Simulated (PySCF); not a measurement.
Vertical excitation energies

Compound: C4H7NS2Si.
InChI=1S/C4H7NS2Si/c5-3-1-7-2-4(3)8-6/h1-2,6H,5,8H2

Theory: TDDFT PBE0/def2-SVPD, vertical, gas phase, core orbitals frozen in the response (PySCF). Isolated species at its GFN2-xTB geometry (one conformer only). Torsions of this conformer, `[NH2:1][c:2]1[cH:3][s:4][cH:5][c:6]1[SiH2:7][SH:8]`: C5–C6–Si7–S8 128°, H–N1–C2–C3 -153°, H–N1–C2–C3 -19°, H–S8–Si7–C6 -53°.

Question: What does the calculation give for the low-lying excited states?

Answer: 

```json
{"state": "S1", "E (eV)": "4.44", "E (hartree)": "0.1631", "f": "0.053", "main configurations (H = HOMO, L = LUMO)": "H→L (96%)"}
{"state": "S2", "E (eV)": "4.97", "E (hartree)": "0.1827", "f": "0.0052", "main configurations (H = HOMO, L = LUMO)": "H→L+1 (68%), H→L+3 (20%), H→L+2 (9%)"}
{"state": "S3", "E (eV)": "5.23", "E (hartree)": "0.1921", "f": "0.0029", "main configurations (H = HOMO, L = LUMO)": "H→L+2 (65%), H→L+1 (20%), H→L+3 (9%)"}
{"state": "S4", "E (eV)": "5.42", "E (hartree)": "0.1990", "f": "0.0051", "main configurations (H = HOMO, L = LUMO)": "H→L+3 (65%), H→L+2 (20%)"}
{"state": "S5", "E (eV)": "5.69", "E (hartree)": "0.2093", "f": "0.115", "main configurations (H = HOMO, L = LUMO)": "H-1→L (60%), H-2→L (25%)"}
{"state": "S6", "E (eV)": "5.83", "E (hartree)": "0.2141", "f": "0.0050", "main configurations (H = HOMO, L = LUMO)": "H→L+4 (77%), H-2→L (13%)"}
{"state": "S7", "E (eV)": "5.93", "E (hartree)": "0.2180", "f": "0.048", "main configurations (H = HOMO, L = LUMO)": "H-2→L (37%), H→L+6 (16%), H-1→L (15%)"}
{"state": "S8", "E (eV)": "5.98", "E (hartree)": "0.2197", "f": "0.044", "main configurations (H = HOMO, L = LUMO)": "H→L+6 (41%), H→L+7 (18%), H-2→L (12%)"}
```

Triplets (Tamm–Dancoff): T1 3.33 eV, H→L (80%), H→L+1 (9%); T2 4.16 eV, H-1→L (79%); T3 4.57 eV, H→L+1 (65%), H→L (10%).

The lowest singlet lies at 4.44 eV (279 nm, ultraviolet) and is of moderate strength; its leading configuration is HOMO→LUMO (96%). The most intense listed level is S5 at 5.69 eV (218 nm, f = 0.115), 1.26 eV above S1. Löwdin shares by element: HOMO carbon 37% or more, nitrogen 26%, sulfur 16% or more (atoms not listed hold the other 20%); LUMO carbon 44% or more, sulfur 20% or more, silicon 9% (atoms not listed hold the other 28%). Orbital energies (eV): HOMO-3 -9.11, HOMO-2 -7.59, HOMO-1 -7.16, HOMO -5.98, LUMO -0.69, LUMO+1 -0.04, LUMO+2 0.26. Of the 8 states listed, 4 reach f = 0.01 and none stays under 0.0005. Weighted by f, the mean energy of these states is 5.52 eV. The window holds the lowest 8 singlets.

The run took 98 s on one thread, Intel Xeon at 2.70 GHz (x86_64), shared host, and the process peaked at 0.96 GiB of memory.
